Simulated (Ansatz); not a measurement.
HfS2⁻, relaxed as a doublet with UKS PBE-D4/def2-TZVPD in Ansatz, starting from the GFN2-xTB geometry. Force threshold 0.02 eV/Å.

In the def2 sets Hf takes a core potential; there is no spin–orbit coupling. The structure comes from a short search, and lower isomers may exist.

Start:

Cartesian coordinates in Å:
```
Hf 1.0976 1.0919 -1.0239
S 0.2724 -0.8764 1.0412
S -1.3699 -0.2155 -0.0173
```

Task: Estimate the energy that the relaxation releases and the steps that it takes.

Result: 385.0 kJ/mol, in 15 steps; 47 s on 4 threads of Intel Xeon on a shared host. No frequencies were taken in this run, so the end may be a saddle point.

Task: Does the start keep its bonding and symmetry?

Result: Bonds lost: S2–S3 (atoms count from 1). The end is the same structure that another start reached, the lowest one found. Point group C2v at the start, C2v at the end, both within 0.05 Å.

Task: Predict the relaxed structure.

Result: 
```xyz
3

Hf    0.4675    0.4732   -0.4453
S     1.3233   -0.8471    1.2080
S    -1.7909    0.3739   -0.7627
```
Bond lengths: 2 × Hf–S 2.28 Å.
